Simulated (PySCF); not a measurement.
## Stationary points of Si(OH)3

Method: PySCF, PBE0, basis Si def2-TZVP, O def2-TZVP, H def2-TZVP (no relativity, density fitting).

Relaxations began from a few typed shapes; open shells are unrestricted. The search is not exhaustive: other isomers or separated fragments can lie lower, and high-lying points may rest on an excited occupation.

Task: Which is the lowest minimum found?
A. doublet C3h: O–H 0.967 Å (×3), Si–O 1.641 Å (×3); H–O–Si 118.2° (×3), O–Si–O 120.0° (×3)
B. doublet C3: O–H 0.959 Å (×3), Si–O 1.641 Å (×3); H–O–Si 117.0° (×3), O–Si–O 108.3° (×3)

Result: B. The others lie at 140.8 (doublet C3h, a saddle point) kJ/mol above it.
